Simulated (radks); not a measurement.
The mean radii <r> (bohr) of the occupied orbitals of an atom or ion are listed with their occupations. Calculated with a radial shooting solver on a logarithmic mesh with Libxc functionals: scalar-relativistic Kohn-Sham, SCAN, spin-polarised, spherical densities, finite nucleus; meta-GGA in the generalised Kohn-Sham scheme; Fermi nuclear charge, rms radius of each element as measured or else 0.836 A^(1/3) + 0.57 fm.

| orbital | occ. | <r> |
|---|---|---|
| 1s up | 1 | 0.03517 |
| 1s down | 1 | 0.03517 |
| 2s up | 1 | 0.1520 |
| 2s down | 1 | 0.1520 |
| 2p up | 3 | 0.1324 |
| 2p down | 3 | 0.1324 |
| 3s up | 1 | 0.3828 |
| 3s down | 1 | 0.3833 |
| 3p up | 3 | 0.3739 |
| 3p down | 2 | 0.3743 |

Name the element and its charge. Open shells, if any, are filled with parallel spins first.

Answer. Z = 42, molybdenum, charge +25: Mo25+ in [Ne] 3s2 3p5. The 1s radius gives Z: for a bare nucleus <r> = (2 gamma + 1)/(2Z) with gamma = sqrt(1 - (Z/c)^2), 0.03457 bohr for Z = 42, and screening makes it slightly larger (0.03517 here). The occupations add up to 17, and the charge is Z minus that.
